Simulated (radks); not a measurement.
Q: These are the eigenvalues of the occupied orbitals of an atom or ion with whole-number occupations (hartree). Method: Dirac Kohn-Sham, relativistic LDA (MacDonald-Vosko exchange, VWN5 correlation), spin-unpolarised, spherical densities, finite nucleus; Fermi nuclear charge, rms radius of each element as measured or else 0.836 A^(1/3) + 0.57 fm; computed with a radial shooting solver on a logarithmic mesh with Libxc functionals.

orbital  eigenvalue
1s1/2     -842.4289
2s1/2     -123.0227
2p1/2     -114.1538
2p3/2     -108.8834
3s1/2     -22.69611
3p1/2     -19.19646
3p3/2     -18.28854
3d3/2     -12.03718
3d5/2     -11.85725
4s1/2      -3.85355
4p1/2      -2.77475
4p3/2      -2.62646
4d3/2      -1.00198
4d5/2      -0.98480

Which element is it, and in what charge state? The configuration may be excited.

A: Z = 45, rhodium, charge +2: Rh2+ in [Ar] 3d10 4s2 4p(1/2: 1, 3/2: 4) 4d(3/2: 4, 5/2: 4). The list shows which subshells hold electrons but not how many an open one holds; the 1s level, -842.43 hartree, gives Z - s = 41.0 by -(Z - s)^2/2, which with screening and relativity narrows Z to a few neighbours, and the depths of the outer levels then fix element, charge and occupations together.
